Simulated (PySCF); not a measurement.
Compound: C₄H₅NOSi.
Cartesian coordinates in Å at the PBE0-D3(BJ)/def2-SVP level; atoms count from 1:
```
atom  x, y, z in Å
C1    -2.5643    0.0329   -0.3547
O2    -1.2279   -0.2440   -0.0304
Si3    0.0615    0.7122   -0.4242
C4     1.5448   -0.1152    0.2852
C5     2.5462   -0.6401    0.7466
C6     3.6725   -1.2317    1.2677
N7     4.6264   -1.7297    1.7081
H8    -2.7298    0.0441   -1.4473
H9    -2.8983    1.0030    0.0561
H10   -3.1980   -0.7554    0.0771
H11   -0.0470    2.0727    0.1775
H12    0.2490    0.8243   -1.8995
```

Level of theory: PBE0-D3(BJ)/def2-SVP geometry optimisation, gas phase (PySCF).

Masses are those of the commonest isotopes; rigid-rotor values at the optimised geometry. The values belong to one conformer with, in the numbering `[CH3:1][O:2][SiH2:3][C:4]#[C:5][C:6]#[N:7]`, C1–O2–Si3–C4 179°.

Q: What are A, B and C (MHz)?

A: Ia = 49.54, Ib = 712.15, Ic = 752.43 u·Å²; 505379 MHz·u·Å²/I gives A = 10202, B = 709.7, C = 671.7 MHz.

Q: Classify the top.

A: A near-prolate asymmetric top. Ray's parameter κ = (2B − A − C)/(A − C) = -0.992; −1 is the prolate and +1 the oblate limit.

Q: Is it planar, by Δ = Ic − Ia − Ib?

A: Not planar: Δ = Ic − Ia − Ib = -9.25 u·Å². For a rigid frame Δ = −2 Σ m c², so Σ m c² = 4.63 u·Å² lies off the ab plane, practically all of it from hydrogen. The atom farthest from that plane is 1.23 Å away.

Q: Give the other two planar moments, Paa and Pbb, and the rms extents of the mass along the axes.

A: Paa = Σ m a² = (Ib + Ic − Ia)/2 = 707.52 and Pbb = Σ m b² = (Ia + Ic − Ib)/2 = 44.91 u·Å². With the mass M = 111.01 u, the rms extents √(P/M) along a, b and c are 2.52, 0.64, 0.20 Å.

Q: Predict some low-J microwave lines.

A: The dipole components are |μa| = 4.92 D, |μb| = 1.11 D, |μc| = 0.03 D. The squared components, which scale the intensities, stand as 1.00 : 0.05 : 0.00 (a : b : c). Some lines, for components of 0.1 D or more:

```tsv
type	branch	J(Ka,Kc)	MHz	lower level (cm⁻¹)
a	R	1(0,1) ← 0(0,0)	1381	0.000
a	R	2(1,2) ← 1(1,1)	2725	0.363
a	R	2(0,2) ← 1(0,1)	2763	0.046
a	R	2(1,1) ← 1(1,0)	2801	0.364
b	Q	1(1,0) ← 1(0,1)	9531	0.046
b	Q	2(1,1) ← 2(0,2)	9569	0.138
b	R	1(1,1) ← 0(0,0)	10874	0.000
b	R	2(1,2) ← 1(0,1)	12217	0.046
b	Q	2(2,0) ← 2(1,1)	28478	0.457
b	Q	2(2,1) ← 2(1,2)	28592	0.454
b	R	2(2,1) ← 1(1,0)	31278	0.364
b	R	2(2,0) ← 1(1,1)	31316	0.363
```

No PBE0-D3(BJ)/def2-SVP frequencies stand behind this structure, so it isn't proved a minimum. No vibrational averaging or centrifugal distortion is included, and the geometry carries the error of its method. A rigid rotor knows nothing of internal rotation, which can split or shift real lines. Quadrupole hyperfine structure (14N) is left out.
